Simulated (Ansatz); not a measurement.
Cost and result for the atomization energy of AlH5InNSSi, SMILES `[NH]1[AlH][S][InH][SiH2]1` (10 atoms, 10 bonds).

```xyz
10

N    -1.027   -0.252    0.702
Al   -1.209   -1.146   -0.843
S     0.360   -0.974   -2.330
In    1.726    0.526   -0.989
Si    0.308    0.755    1.131
H    -1.768   -0.344    1.385
H    -2.506   -2.020   -1.052
H     3.177    1.003   -1.760
H    -0.090    2.168    1.405
H     1.027    0.283    2.352
```

Charge 0, multiplicity 1. Correlated methods include outer-core shells of In, which these sets cover unevenly. In takes the def2 core potential. The structure was optimised at the PBE0-D4/def2-TZVP level. Program: Ansatz. All runs use 4 threads of an AMD EPYC 7B13 on a shared host. Times are those of one run each, without the atoms' runs, and a repeat can differ threefold. Electronic energies, without spin–orbit coupling; frozen cores. CCSD(T)/CBS adds CCSD(T) − MP2 in def2-TZVPP to the MP2 limit, and its time is that of the two runs behind it. T1 = 0.014. With those shells the extrapolation isn't a true limit. B3LYP takes the VWN-RPA correlation (the form of Gaussian; ORCA's B3LYP/G).

CCSD(T)/CBS is a level of theory with its own doubt, some kJ/mol a heavy atom from the limit and from the frozen cores, so smaller differences don't rank the functionals.

```csv
level,functions,wall time
revPBE-D4/def2-TZVPP,277,2.7 s
BLYP-D4/def2-TZVPP,277,3 s
PBE-D4/def2-TZVPP (with forces),277,3.1 s
r2SCAN-D4/def2-TZVPP (with forces),277,6.5 s
CCSD(T)/def2-SVP,119,7 s
B3LYP-D4/def2-TZVPP (with forces),277,7.5 s
r2SCANh-D4/def2-TZVPP,277,7.5 s
PBE-QIDH/def2-TZVPP,277,8 s
ωB97X-V/def2-TZVPP,277,10 s
ωB97M-V/def2-TZVPP (with forces),277,15 s
MP2/def2-QZVPP,499,26 s
CCSD(T)/def2-TZVPP,277,3.5 min
CCSD(T)/CBS(def2),–,3.9 min
```

Question: What atomization energy does each give, and how far from CCSD(T)/CBS? (Best estimate.)

Answer: Computed: 
```json
{"level": "revPBE-D4/def2-TZVPP", "atomization (kJ/mol)": "2940.0", "difference from CCSD(T)/CBS": "-89.4", "per bond": "-8.9"}
{"level": "BLYP-D4/def2-TZVPP", "atomization (kJ/mol)": "2958.4", "difference from CCSD(T)/CBS": "-71.0", "per bond": "-7.1"}
{"level": "PBE-D4/def2-TZVPP (with forces)", "atomization (kJ/mol)": "3012.9", "difference from CCSD(T)/CBS": "-16.5", "per bond": "-1.6"}
{"level": "r2SCAN-D4/def2-TZVPP (with forces)", "atomization (kJ/mol)": "3022.3", "difference from CCSD(T)/CBS": "-7.1", "per bond": "-0.7"}
{"level": "CCSD(T)/def2-SVP", "atomization (kJ/mol)": "2757.2", "difference from CCSD(T)/CBS": "-272.2", "per bond": "-27.2"}
{"level": "B3LYP-D4/def2-TZVPP (with forces)", "atomization (kJ/mol)": "2984.8", "difference from CCSD(T)/CBS": "-44.6", "per bond": "-4.5"}
{"level": "r2SCANh-D4/def2-TZVPP", "atomization (kJ/mol)": "3005.1", "difference from CCSD(T)/CBS": "-24.3", "per bond": "-2.4"}
{"level": "PBE-QIDH/def2-TZVPP", "atomization (kJ/mol)": "2982.9", "difference from CCSD(T)/CBS": "-46.5", "per bond": "-4.6"}
{"level": "ωB97X-V/def2-TZVPP", "atomization (kJ/mol)": "3052.5", "difference from CCSD(T)/CBS": "23.1", "per bond": "2.3"}
{"level": "ωB97M-V/def2-TZVPP (with forces)", "atomization (kJ/mol)": "3030.9", "difference from CCSD(T)/CBS": "1.5", "per bond": "0.1"}
{"level": "MP2/def2-QZVPP", "atomization (kJ/mol)": "3015.6", "difference from CCSD(T)/CBS": "-13.8", "per bond": "-1.4"}
{"level": "CCSD(T)/def2-TZVPP", "atomization (kJ/mol)": "2923.4", "difference from CCSD(T)/CBS": "-106.0", "per bond": "-10.6"}
{"level": "CCSD(T)/CBS(def2)", "atomization (kJ/mol)": "3029.4", "difference from CCSD(T)/CBS": "0.0", "per bond": "0.0"}
```

From r2SCAN to r2SCAN0 (25 % exact exchange), in def2-TZVPP and without D4, the atomization energy moves by −43.0 kJ/mol: exact exchange takes away binding that semilocal exchange gives to molecules. In def2-TZVPP, CCSD(T) changes the Hartree–Fock value by +786.1 kJ/mol (the triples alone add +53.5 kJ/mol) and MP2 by +814.9 kJ/mol; breaking electron pairs costs correlation energy, which Hartree–Fock lacks. At CCSD(T), def2-SVP lies −272.2 kJ/mol from the extrapolated value and def2-TZVPP −106.0 kJ/mol: correlation converges slowly with the basis, and small sets miss more of it in the bonded molecule than in its fragments.

Spin–orbit coupling would lower the free In atoms strongly, and the atomization energy with them, by more than many differences here.
